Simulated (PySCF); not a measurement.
## Dipole response of Xe (xenon, neutral)

[Xe], closed-shell 1S. Calculation: PySCF 2.14, in aug-cc-pVTZ-DK3; scalar relativity by spin-free X2C-1e. Coupled (time-dependent) response in atomic units; α is the mean over directions.

| method | mean α (bohr³) | C₆ (like pair) | S(−4) |
| --- | --- | --- | --- |
| UHF | 26.59 | 278.4 | 115.2 |
| PBE | 28.61 | 304.0 | 143.7 |
| PBE0 | 27.63 | 291.3 | 129.6 |
| wB97X-V | 27.38 | 288.0 | 126.3 |
| TPSS | 28.16 | 300.7 | 135.2 |

S(−4) is the Cauchy moment in α(ω) = α(0) + S(−4) ω² + …

Reference α: 27.32 ± 0.2 bohr³ (recommended; Schwerdtfeger and Nagle, table of static dipole polarizabilities (2023 update)). Published C₆: 302.0 (Gould and Bucko (2016)).

α(iu) at wB97X-V:

```
u (hartree)  α(iu) (bohr³)
          0          27.38
     0.0500          27.07
      0.100          26.19
      0.200          23.26
      0.300          19.79
      0.500          13.77
      0.750          8.971
       1.00          6.195
       1.50          3.444
       2.00          2.210
       3.00          1.160
       5.00         0.4959
```
